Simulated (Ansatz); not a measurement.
Si(I)(Me)(OH)2 (CH5IO2Si), SMILES O[Si](I)(O)C.

Coordinates come from a B3LYP-D3(BJ)/def2-SVP optimisation. The structure was generated by enumeration, and PubChem lists no compound with its InChIKey, so it may never have been made. The def2 effective core potentials stand for the cores of I; spin–orbit coupling is left out. One conformer was computed; it need not be the lowest.

Two levels are set side by side: PBE/def2-SVPD (Ansatz, a first-principles code) and CAM-B3LYP/def2-SVPD (Ansatz). Energy differences of separate SCF runs at the same geometry; the states with an electron removed or added have multiplicity 2 and 2. Differences are taken from unrounded values.

```tsv
quantity	PBE
vertical ionisation energy (eV)	9.57
vertical singlet–triplet gap (eV)	5.55
```

Problem. These are the PBE values. What does CAM-B3LYP give? (The exact figures need the calculation; the answer reports its results.)

Solution. 
```
quantity                           CAM-B3LYP  PBE minus CAM-B3LYP
---------------------------------  ---------  -------------------
vertical ionisation energy (eV)         9.93                -0.36
vertical singlet–triplet gap (eV)       5.85                -0.31
```
